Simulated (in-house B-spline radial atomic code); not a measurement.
# RPA and G0W0 on CAM-B3LYP: In³⁺

Configuration [Kr] 4d10, mean-field start CAM-B3LYP. Computed with a B-spline radial code for spherical atoms: all electrons, non-relativistic, point nucleus, each spin shell either full or empty, empty states to l = 9 with an (l + 1/2)⁻⁴ tail; G0W0 by contour deformation at full frequency.

Without relativity these are model numbers: it shifts the levels of so heavy an element strongly and can reorder them.

Command:
```bash
python run_gw.py task.json out
```
Settings (radii: box in bohr, nucleus in fm):
```
Z                        49
electrons                46
configuration            [Kr] 4d10
hamiltonian              nr
method                   camb3lyp
lmax                     9
spin_polarised           False
box_radius               14.14
intervals                53
```

Run time, properties included: 3.3 s on 1 thread of Arm Neoverse N1, with other jobs on the host.

Energies (hartree):

```tsv
term	value
mean-field total	-5740.97720
Hartree-Fock functional on these orbitals	-5738.41760
direct second order	-3.9051
second-order exchange	1.0804
SOSEX correction	1.0125
```

Q: What is the RPA correlation energy, and what remains with SOSEX?

A: RPA gives -3.4704 hartree (-2.05 eV per electron); RPA + SOSEX gives -2.4579, and the second-order doubles -2.8247 hartree (no singles). RPA lacks exchange-type terms and so overcorrelates at short range.

Quasi-particle levels (eV):

| level | occupied | mean field | Σx - vxc | Σc | QP weight | G0W0 |
| --- | --- | --- | --- | --- | --- | --- |
| 4d | yes | -52.49 | -5.16 | ? | ? | ? |
| 5s | no | -29.363 | 3.93 | -1.69 | 0.980 | -27.120 |

G0W0 = mean field + (Σx - vxc) + Σc, with Σc (partial-wave tail included) taken at the quasi-particle energy. Only the outer levels were computed. Levels of low weight are left out.

Q: Where does G0W0 put 4d?

A: At -57.46 eV, with Σc = 0.18 eV and a quasi-particle weight of 0.949. The tabulated removal energy is 55.45 ± 0.04 eV (NIST, measured); the calculation leaves out relativity, Breit and QED terms, and what these don't explain is the method's own error.
